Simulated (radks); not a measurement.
Task: Co+, 26 electrons, occupied as [Ar] 3d8. Method: scalar-relativistic Kohn-Sham, exchange-only r2SCAN, spin-polarised, spherical densities, finite nucleus; open shells are filled with parallel spins first; meta-GGA in the generalised Kohn-Sham scheme; Fermi nuclear charge, rms radius 3.7875 fm; computed with a radial shooting solver on a logarithmic mesh with Libxc functionals. Some entries of the table are withheld. Estimate them.

| orbital | occ. | eigenvalue (eV) | r(max) (bohr) |
|---|---|---|---|
| 1s down | 1 | -7621.821 | 0.03679 |
| 1s up | 1 | -7621.809 | 0.03679 |
| 2s up | 1 | -911.2489 | 0.2129 |
| 2s down | 1 | -909.9048 | 0.2128 |
| 2p up | 3 | -778.8209 | 0.1721 |
| 2p down | 3 | -777.8014 | 0.1720 |
| 3s up | 1 | -110.0337 | 0.6693 |
| 3s down | 1 | -106.9413 | 0.6700 |
| 3p up | 3 | -71.7016 | 0.6810 |
| 3p down | 3 | -68.6441 | 0.6821 |
| 3d up | 5 | -12.3225 | (1) |
| 4s up | 0 | (2) | 2.297 |
| 3d down | 3 | -9.6517 | (3) |
| 4s down | 0 | (4) | 2.387 |
| 4p up | 0 | -5.4022 | 3.028 |
| 4p down | 0 | -5.1887 | 3.180 |

Result: 
(1) 3d up r(max) (bohr): 0.6805
(2) 4s up eigenvalue (eV): -10.1570
(3) 3d down r(max) (bohr): 0.6877
(4) 4s down eigenvalue (eV): -9.5356
